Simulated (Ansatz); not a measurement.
Cost and result up the ladder for cyclo-(H2GeO)2 (Ge2O2H4) (8 atoms). The state is a singlet with charge 0. Geometry: PBE-D4/def2-SVP.

```tsv
atom	x (Å)	y (Å)	z (Å)
Ge1	0.818	-0.972	-0.313
H2	0.809	-1.678	-1.696
H3	1.889	-1.529	0.663
O4	0.848	0.856	-0.442
Ge5	-0.818	0.972	0.313
H6	-1.889	1.529	-0.663
H7	-0.810	1.679	1.696
O8	-0.848	-0.856	0.442
```

Ansatz on 4 threads of Intel Xeon 6975P-C on a shared host. Times are rough, and most runs start from the orbitals of an earlier one. ωB97M-V/def2-TZVP serves as the yardstick here, not as an exact answer. Differences are given only for rows in sets of like size (and for xTB, whose basis is part of the method), since another set adds its own error. Binding counts from free atoms at the same level (Ge triplet, H doublet, O triplet; other spins of the atoms weren't run), without zero-point energy or a counterpoise term.

The 6-31G sets use Cartesian d functions. B3LYP takes the VWN-RPA correlation. Correlated methods freeze 20 core orbitals; core or outer-core shells of Ge are correlated, in sets that lack core-valence functions.

Correlated methods converge slowly with the basis.

| level | functions | wall time |
| --- | --- | --- |
| HF/STO-3G | 50 | 0.15 s |
| HF/6-31G | 84 | 0.35 s |
| PBE-D4/def2-SVP | 112 | 0.5 s |
| LDA (SPW92)/def2-TZVP | 182 | 0.55 s |
| B3LYP-D4/6-31G | 84 | 0.65 s |
| BLYP-D4/def2-TZVP | 182 | 0.8 s |
| PBE0-D4/def2-SVP | 112 | 0.8 s |
| PBE-D4/def2-TZVP (with forces) | 182 | 1 s |
| B3LYP-D4/def2-TZVP | 182 | 1.2 s |
| PBE0-D4/def2-TZVP | 182 | 1.3 s |
| r2SCAN-D4/def2-TZVP | 182 | 1.4 s |
| CAM-B3LYP-D4/def2-TZVP | 182 | 1.6 s |
| ωB97M-V/def2-TZVP | 182 | 3.4 s |
| CCSD(T)/def2-TZVP | 182 | 17 s |

Estimate what each level gives for the binding energy per atom (eV).


```csv
level,binding energy per atom (eV),difference from ωB97M-V/def2-TZVP (eV)
HF/STO-3G,2.79,–
HF/6-31G,1.84,–
PBE-D4/def2-SVP,3.31,–
LDA (SPW92)/def2-TZVP,3.83,0.57
B3LYP-D4/6-31G,3.04,–
BLYP-D4/def2-TZVP,3.26,-0.01
PBE0-D4/def2-SVP,3.20,–
PBE-D4/def2-TZVP (with forces),3.32,0.05
B3LYP-D4/def2-TZVP,3.24,-0.03
PBE0-D4/def2-TZVP,3.23,-0.04
r2SCAN-D4/def2-TZVP,3.31,0.04
CAM-B3LYP-D4/def2-TZVP,3.28,0.01
ωB97M-V/def2-TZVP,3.27,0.00
CCSD(T)/def2-TZVP,3.21,-0.06
```
